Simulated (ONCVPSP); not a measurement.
**carbon (C), ONCV: configuration errors across variants**

ONCVPSP 4.0.1 input, shortened (lines: element, Z, core and valence counts, functional; n l f; lmax; l rc ep ncon nbas qcut; lloc lpopt rc5 dvloc0; l nproj debl; icmod fcfact rcfact), PBEsol, scalar-relativistic:

```
  C 6.00    1    1  -116133      upf
    1    0    2.00
    2    0    2.00
    2
    0    0.90    0.00    3    8    6.00
    1    0.70    0.11    5    8   12.80
    2    0.75    0.23    4    7   11.70
    4    5    0.60    3.00
    0    2    2.20
    1    2    3.60
    2    1    0.60
    0    0.00    0.00
```

In the p channel the program set the typed energies aside and used 0.050, 3.650 Ha.

All-electron excitation energies from the reference (eV): (1) 2s2 2p2 -34.807; (2) 2s2 2p1 -24.019; (3) 2s1 47.964; (4) 2s1 2p3 -26.381.

A true bound ghost makes a file unfit for plane-wave use even where its test errors are small: the radial tests pick states by their node count and pass the ghost by.

Errors AE − PS in meV (a dash: test not solved or not reliable):

```csv
change,(1),(2),(3),(4),bound ghosts,GHOST(+) flags above zero
base,+101,+56,+48,+137,none,none
s: rc 0.64,+153,+84,+37,+249,s,s
s: rc 0.7,+98,+53,+39,+142,s,none
s: rc 0.84,+102,+57,+46,+138,none,none
s: rc 1.14,+94,+50,+39,+135,none,none
s: rc 1.2,+94,+49,+35,+138,none,none
s: rc 1.32,+95,+48,+24,+147,none,none
```

Question: Give the same row for: s: rc 1.02.

Answer: +96, +52, +46, +133; bound ghosts: none; GHOST(+) flags above zero: none.
